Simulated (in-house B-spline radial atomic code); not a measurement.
**PBEsol excitations of O⁴⁺**

Method: PBEsol. Computed with an all-electron radial atomic-structure program (B-spline basis): linear response of the closed shell [He] 2s2 with the functional's adiabatic kernel; scalar-relativistic (spin-free one-electron X2C), finite nucleus, no spin-orbit coupling, no double excitations, S, P, D and F terms only.

Command:
```bash
python run_td.py task.json out
```
Settings (radii: box in bohr, nucleus in fm):
```
Z                        8
electrons                4
configuration            [He] 2s2
hamiltonian              x2c
method                   pbesol
box_radius               19.1
rms_radius               2.6991
intervals                73
```

Run time, properties included: 0.2 s on 1 thread of Intel(R) Xeon(R) Platinum 8488C (Sapphire Rapids) (shared host).

The lowest states, in the order of their Tamm-Dancoff energies; the method's threshold (minus the highest occupied level) is 102.38 eV. Labels give the largest channel, * marks a mixed state, and oscillator strengths are full-response dipole values. Semilocal kernels can invert the small singlet-triplet splittings of Rydberg terms. Energies in eV:

```csv
state,full response,Tamm-Dancoff,oscillator strength
2s → 2p 3P,8.158,9.222,-
2s → 2p 1P,18.462,19.446,0.499
2s → 3s 3S,65.42,65.43,-
2s → 3s 1S,67.24,67.27,-
2s → 3p 3P,69.01,69.03,-
2s → 3p 1P,69.54,69.55,0.384
2s → 3d 3D,71.12,71.17,-
2s → 3d 1D,72.40,72.41,-
2s → 4s 3S,84.32,84.33,-
2s → 4s 1S,84.82,84.83,-
2s → 4p 3P,?,?,-
2s → 4p 1P,85.81,85.81,0.103
2s → 4d 3D,?,?,-
2s → 4d 1D,86.99,87.00,-
2s → 4f 3F,87.77,87.78,-
2s → 4f 1F,87.80,87.80,-
```

**Question.** Where does 2s → 4p 3P lie?

**Answer.** At 85.67 eV in full response, 85.67 eV in Tamm-Dancoff.

**Question.** Where does 2s → 4d 3D lie?

**Answer.** At 86.60 eV in full response, 86.61 eV in Tamm-Dancoff.

**Question.** How large is the singlet-triplet splitting of 2s → 2p (P terms) in Tamm-Dancoff?

**Answer.** 10.2 eV, from the unrounded values.

**Question.** What polarisabilities and dispersion coefficient does the method give?

**Answer.** Dipole 1.189 bohr³, quadrupole 0.514 bohr⁵, C6 0.8147 hartree·bohr⁶ for two such species.
